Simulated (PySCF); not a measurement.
CH₄ClInO₂, SMILES [O](C)[In]([OH])[Cl].

Coordinates come from a PBE0-D3(BJ)/def2-SVP optimisation. The structure was generated by enumeration; whether it is a known compound was not checked. The def2 effective core potentials stand for the cores of In; spin–orbit coupling is left out. One conformer was computed; it need not be the lowest.

Method: PySCF with PBE/def2-TZVP.

The molecule is in vacuum.

Computed frontier levels, gap, dipole moment and polarisability:
```yaml
highest_occupied_level: -6.49 eV
lowest_empty_level: -3.25 eV
orbital_gap: 3.24 eV
dipole_moment: 1.42 D
quadrupole, principal values (traceless, Buckingham form, about the centre of nuclear charge): -9.32, 4.49, 4.83 D·Å
mean_static_polarisability: 70.8 bohr³ (10.50 Å³)
polarisability_principal_values: 48.9, 70.0, 93.6 bohr³
```
